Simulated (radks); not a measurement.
Values are calculated unless marked as measured or tabulated.
Excited configurations of Ne I: one electron is placed in a higher orbital outside [He] 2s2 2p5. The ground configuration is [Ne]. Level of theory: Dirac Kohn-Sham, BLYP, spin-unpolarised, spherical densities, point nucleus; open shells fill j = l - 1/2 first (a radial shooting solver on a logarithmic mesh with Libxc functionals). Excitation = E - E(ground); binding = E(ion) - E, where the ion is the core of charge +1; n* = 1/sqrt(2 binding) in atomic units, and the quantum defect is n - n*.

outer orbital,excitation (eV),binding (eV),n*,quantum defect,eigenvalue (eV),<r> (bohr)
3s1/2,17.494,4.962,1.656,1.344,-2.546,4.268
4s1/2,20.333,2.123,2.531,1.469,-1.173,9.872
4p1/2,20.890,1.565,2.948,1.052,-0.822,12.53

The Delta-SCF ionisation energy is 22.456 eV (NIST Atomic Spectra Database: 21.565 eV, measured). Self-interaction in the functional shifts the binding energies and quantum defects, so they are the method's values and not measured ones. Spin polarisation and multiplet splitting are left out, so open shells lie too high by an amount that depends on their filling.

Beside tabulated values, note that spin-unpolarised runs miss the spin-polarisation part of the exchange energy of open shells.
